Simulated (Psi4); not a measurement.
Psi4 input (wB97X-D/6-311+G**):

```
memory 1500 MB

molecule {
-1 1
C    -1.40547486    0.30099854    0.07374885
S     0.21935365   -0.50422896   -0.16615706
O     1.26866513    0.60802811    0.23096221
H    -1.53048985    0.62032050    1.11720610
H    -2.19873660   -0.41231802   -0.18333439
H    -1.49690385    1.18944476   -0.56554948
symmetry c1
no_reorient
no_com
}

set {
  basis 6-311+G**
  reference rks
  scf_type pk
  dft_radial_points 99
  dft_spherical_points 590
  e_convergence 1e-8
  d_convergence 1e-7
  maxiter 150
}

e = energy('wb97x-d')
print_out(f'\nFINAL {e:.10f} DIPOLE {variable("CURRENT DIPOLE")[0]:.6f} {variable("CURRENT DIPOLE")[1]:.6f} {variable("CURRENT DIPOLE")[2]:.6f}\n')
```

From the last part of the output:

```

    Virtual:

      18A      0.193471    19A      0.220618    20A      0.233605
      21A      0.242349    22A      0.256606    23A      0.265318
      24A      0.268949    25A      0.322071    26A      0.339782
      27A      0.378863    28A      0.380025    29A      0.380875
      30A      0.439063    31A      0.463987    32A      0.476365
      33A      0.508222    34A      0.548752    35A      0.563434
      36A      0.581669    37A      0.634643    38A      0.638656
      39A      0.664115    40A      0.725926    41A      0.849295
      42A      0.858779    43A      0.949239    44A      0.969853
      45A      1.056684    46A      1.060388    47A      1.082795
      48A      1.098279    49A      1.252945    50A      1.339001
      51A      1.370598    52A      1.376071    53A      1.410478
      54A      1.452229    55A      1.476127    56A      1.697488
      57A      1.801641    58A      1.803071    59A      1.864080
      60A      1.905043    61A      1.916296    62A      1.944921
      63A      2.050796    64A      2.117086    65A      2.177356
      66A      2.286943    67A      2.436949    68A      2.451601
      69A      2.677023    70A      2.755985    71A      2.760133
      72A      2.782929    73A      2.785394    74A      3.069121
      75A      3.204277    76A      3.220340    77A      3.266117
      78A      3.274807    79A      3.479948    80A      3.724084
      81A      3.985379    82A      4.005710    83A      5.367559
      84A      5.393779    85A      5.425124    86A      8.247733
      87A     17.645309    88A     17.727275    89A     17.749675
      90A     24.203790    91A     50.254604    92A    189.464166

    Final Occupation by Irrep:
              A
    DOCC [    17 ]
    NA   [    17 ]
    NB   [    17 ]

  @RKS Final Energy:  -513.31105225656563

   => Energetics <=

    Nuclear Repulsion Energy =            104.1056688639253878
    One-Electron Energy =                -921.6588742446349443
    Two-Electron Energy =                 333.5695630954080571
    DFT Exchange-Correlation Energy =     -29.3265325086304252
    Empirical Dispersion Energy =          -0.0008774626337890
    VV10 Nonlocal Energy =                  0.0000000000000000
    Total Energy =                       -513.3110522565656311

Computation Completed

Properties will be evaluated at   0.000000,   0.000000,   0.000000 [a0]

Properties computed using the SCF density matrix

 Multipole Moments:

 ------------------------------------------------------------------------------------
     Multipole            Electronic (a.u.)      Nuclear  (a.u.)        Total (a.u.)
 ------------------------------------------------------------------------------------

 L = 1.  Multiply by 2.5417464519 to convert [e a0] to [Debye]
 Dipole X            :         -1.6648010           -0.0000000           -1.6648010
 Dipole Y            :         -0.3253609            0.0000000           -0.3253609
 Dipole Z            :         -0.1432680            0.0000001           -0.1432679
 Magnitude           :                                                    1.7023360

 ------------------------------------------------------------------------------------

FINAL -513.3110522566 DIPOLE -1.664801 -0.325361 -0.143268

*** Psi4 exiting successfully. Buy a developer a beer!
```

The dipole moment of an ion depends on the origin.
